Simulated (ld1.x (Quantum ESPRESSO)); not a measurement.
# osmium (Os), TM: configuration errors across variants

osmium, norm-conserving Troullier–Martins (Kleinman–Bylander form), made with ld1.x (Quantum ESPRESSO) 7.5 (PBE, scalar-relativistic). Core [Kr] 4d10 4f14, reference 5s2 5p6 5d6 6s2 6p0. Waves: 5s (bound): rc 1.40 bohr; 5d (bound): rc 1.50 bohr; 5p (bound): rc 1.30 bohr. Local part: the p channel. Core correction: none.

Occupied shells without a wave of their own: 6s. They enter only through the test configuration that unscreens the potential.

All-electron excitation energies from the reference (eV): (1) 5s2 5p6 5d6 6s1 6p0 9.577; (2) 5s2 5p6 5d6 6s0 6p0 26.491; (3) 5s2 5p6 5d5 6s0 6p0 55.338; (4) 5s2 5p6 5d7 6s1 6p0 0.317; (5) 5s1 5p6 5d6 6s2 6p0 98.226; (6) 5s2 5p6 5d7 6s0 6p0 9.039; (7) 5s2 5p6 5d6 6s1.5 6p0 3.914.

For the base: The 6s level has no wave, so the channel is fitted at the deeper level alone: the likely source of the large errors.

The file “base” misses its own reference levels by 0.7 eV. The file “all radii scaled by about 0.80 (s 1.12, p 1.04, d 1.20 bohr)” misses its own reference levels by 0.3 eV. The file “all radii scaled by about 1.12 (s 1.58, p 1.46, d 1.68 bohr)” misses its own reference levels by 2.5 eV. The file “all radii scaled by about 1.27 (s 1.78, p 1.64, d 1.90 bohr)” misses its own reference levels by 0.5 eV. The file “all radii scaled by about 1.33 (s 1.86, p 1.74, d 2.00 bohr)” misses its own reference levels by 0.4 eV.

Errors AE − PS in meV (a dash: test not solved or not reliable):

```tsv
change	(1)	(2)	(3)	(4)	(5)	(6)	(7)	bound ghosts
base	-904	-2183	-2913	-645	-153	-1584	-408	none
all radii scaled by about 0.80 (s 1.12, p 1.04, d 1.20 bohr)	-405	-981	-1322	-285	-105	-704	-182	none
all radii scaled by about 1.12 (s 1.58, p 1.46, d 1.68 bohr)	-2997	-7199	-9530	-2117	-425	-5276	-1360	none
all radii scaled by about 1.27 (s 1.78, p 1.64, d 1.90 bohr)	+557	+1332	+1750	+397	-368	+975	+252	none
all radii scaled by about 1.33 (s 1.86, p 1.74, d 2.00 bohr)	-557	-1375	-1864	-389	-369	-977	-249	none
```

(1) Give the same row for: all radii scaled by about 0.90 (s 1.26, p 1.18, d 1.36 bohr).

Answers

(1) -402, -973, -1305, -285, -134, -701, -182; bound ghosts: none.
